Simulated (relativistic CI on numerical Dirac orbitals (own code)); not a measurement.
# Tc24+: sensitivity of the levels to the model

Base calculation: Dirac-Coulomb-Breit CI, orbitals from a KLI potential per configuration, QED by a radiative potential, unscaled Slater integrals.

Configuration list (outside the closed core [Ne]): 3s²3p⁶3d, 3s²3p⁵3d², 3s3p⁶3d², 3s²3p⁶4s, 3s²3p⁶4p, 3s²3p⁶4d, 3s²3p⁶4f, 3s²3p⁵3d4s, 3s²3p⁵3d4p, 3s²3p⁵3d4d, 3s3p⁶3d4s, 3p⁶3d²4p, 3s²3p⁶5s, 3s²3p⁵3d4f, 3s3p⁶3d4p, 3s²3p⁶5p, 3s²3p⁶5d, 3s3p⁶3d4d, 3s²3p⁶5f, 3s²3p⁶5g, 3s3p⁶3d4f, 3p⁶3d³, 3p⁵3d⁴, 3p⁶3d²4s, 3p⁵3d³4s, 3p⁶3d²4d, 3p⁵3d³4d. Double excitations out of closed p, d and f shells are left out; levels of such configurations are missing from the list, as are those of other unlisted configurations, and high levels can miss mixing partners. These lack a partner that the ground configuration has and come out too high: 3s²3p⁵3d4p, 3s²3p⁵3d4f.

The lowest level and the first level of each name with at least 55 % of one term (blank where a level has no safe partner in the second run):

| Level | Base (cm⁻¹) | Shift (cm⁻¹) |
| --- | --- | --- |
| 3s²3p⁶3d ²D3/2 | 0 | 0 |
| 3s²3p⁶3d ²D5/2 | 41846 | +65 |
| 3s²3p⁵3d² ⁴D°1/2 | 944017 | -4532 |
| 3s²3p⁵3d² ⁴D°3/2 | 953110 | -4417 |
| 3s²3p⁵3d² ⁴D°5/2 | 973539 | -4293 |
| 3s²3p⁵3d² ⁴G°9/2 | 1015084 | -3591 |
| 3s²3p⁵3d² ⁴G°11/2 | 1028147 | -3363 |
| 3s²3p⁵3d² ⁴P°5/2 | 1039266 | -4146 |
| 3s²3p⁵3d² ⁴P°3/2 | 1047667 | -4049 |
| 3s²3p⁵3d² ⁴F°9/2 | 1082596 | -4312 |
| 3s²3p⁵3d² ²D°5/2 | 1082971 | -4173 |
| 3s²3p⁵3d² ²F°7/2 | 1098933 | -3963 |
| 3s²3p⁵3d² ²H°11/2 | 1102581 | -3422 |
| 3s²3p⁵3d² ²P°1/2 | 1129147 | -4540 |

At this charge energies of transitions that change n are usually good to better than 1 %, and those within a shell (Δn = 0) to a few per cent.

Problem. One thing was changed in a second run, which moved the levels as shown. Which?
A. Breit term removed
B. only the first 3 configurations
C. QED terms removed

Solution. B. Only the first 3 configurations. With fewer configurations the levels that remain lose their mixing partners.

LS names give the leading component of a level, which can be under half, so a name can repeat, a term be missing and a line seem to break the LS rules.
